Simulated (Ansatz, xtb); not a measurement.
System: SiO2, net charge -1, doublet state. SMILES of the parent species: O=[Si]=O
Coordinates optimised at B3LYP-D3(BJ)/def2-TZVP (Ansatz, an electronic-structure program):
```xyz
3

O     -1.4358     0.2376     0.2427
Si    -0.0148    -0.1725    -0.2475
O      1.4617     0.0642     0.1904
```
Charge -1, spin multiplicity 2.

Harmonic wavenumbers from GFN2-xTB (xtb, at its own minimum), cm⁻¹: 363, 1066, 1284.

### Question
Give the harmonic wavenumbers at B3LYP-D3(BJ)/def2-TZVP (Ansatz, finite differences of forces, unscaled).

### Answer
340, 935, 1198 cm⁻¹. Zero-point energy 3.5 kcal/mol.

### Question
From these and the geometry, give the ideal-gas thermochemistry at 298.15 K and 1 atm (rigid rotor, harmonic oscillator).

### Answer
Point group C2v, rotational symmetry number 2. Rotational constants 105.3, 7.495, 6.997 GHz. S(trans) 38.20, S(rot) 20.21, S(vib) 1.38, S(elec, spin only) 1.38, S 61.2 cal/(mol K). H(298) - H(0) 2.64 kcal/mol; G - E(el) -12.1 kcal/mol.
